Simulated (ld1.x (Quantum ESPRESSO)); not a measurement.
**Before and after: RRKJ potential for Ag**

* Element: Ag (Z = 47)
* Generator: ld1.x (Quantum ESPRESSO) 7.5
* Type: norm-conserving RRKJ (Kleinman–Bylander form)
* Functional: PBEsol
* Relativity: scalar-relativistic
* Frozen core: [Ar] 3d10
* Valence charge: 19
* Reference configuration: 4s2 4p6 4d9 5s0 5p0 (charge +2)
* Partial waves: 4p (bound): rc 1.15 bohr; 4d (bound): rc 1.55 bohr; 4s (bound): rc 0.85 bohr
* Local potential: the s channel
* Core correction: Bessel-smoothed model core inside 0.85 bohr
* rho0: 0.01

All-electron outer shells of the reference configuration (PBEsol, scalar-relativistic, ld1.x):

```json
{"shell": "3d", "level (eV)": "-381.23", "outermost node (bohr)": "–", "outermost maximum (bohr)": "0.27"}
{"shell": "4s", "level (eV)": "-117.49", "outermost node (bohr)": "0.44", "outermost maximum (bohr)": "0.82"}
{"shell": "4p", "level (eV)": "-80.91", "outermost node (bohr)": "0.44", "outermost maximum (bohr)": "0.87"}
{"shell": "4d", "level (eV)": "-28.89", "outermost node (bohr)": "0.43", "outermost maximum (bohr)": "1.03"}
{"shell": "5s", "level (eV)": "-20.71", "outermost node (bohr)": "1.09", "outermost maximum (bohr)": "2.20"}
{"shell": "5p", "level (eV)": "-14.19", "outermost node (bohr)": "1.22", "outermost maximum (bohr)": "2.65"}
```

Change: all radii but the core radius scaled by about 1.28 (s 1.08, p 1.48, d 1.98 bohr).

Cutoffs: the cutoffs (Ry, on a coarse ladder) from which the occupation-weighted sum of valence levels, in a spherical-Bessel basis at the reference potential, stays within 10 and 1 mRy of its value at 400 Ry; they do not see the model core or the augmentation charge, which bear on the density cutoff. Errors are all-electron minus pseudo energies relative to the spin-unpolarised reference configuration.

What does the change do?

The potential gets softer (160 Ry and 260 Ry → 140 Ry and 230 Ry); of the 7 tests that both files solve, the error grows in 7 and shrinks in 0 by more than 15 % and 0.3 meV (median size 57.8 → 90.2 meV); neither file shows a bound ghost. A larger radius leaves more room for a smooth pseudo-wave, so fewer plane waves are needed. More of the atom is replaced by a form fitted at one configuration, so other configurations suffer.

| quantity | base | changed |
| --- | --- | --- |
| cutoff, loose | 160 Ry | 140 Ry |
| cutoff, tight | 260 Ry | 230 Ry |
| loose cutoff by channel (10 mRy a level) | p 90 Ry, d 50 Ry, s 140 Ry | p 35 Ry, d 40 Ry, s 120 Ry |
| bound ghosts | none | none |
| error for 4s2 4p6 4d10 5s1 5p0, meV [ΔE -29.86 eV] | +80 | +153 |
| error for 4s2 4p6 4d10 5s0 5p0, meV [ΔE -22.11 eV] | +2.5 | +3.8 |
| error for 4s2 4p6 4d8 5s0 5p0, meV [ΔE 36.18 eV] | +0.9 | +16 |
| error for 4s2 4p6 4d10 5s0.5 5p0, meV [ΔE -26.84 eV] | +48 | +90 |
| error for 4s2 4p5 4d10 5s1 5p0, meV [ΔE 35.33 eV] | +84 | +97 |
| error for 4s1 4p6 4d10 5s1 5p0, meV [ΔE 72.11 eV] | +58 | +75 |
| error for 4s2 4p6 4d9 5s2 5p0, meV [ΔE -25.81 eV] | +200 | +401 |
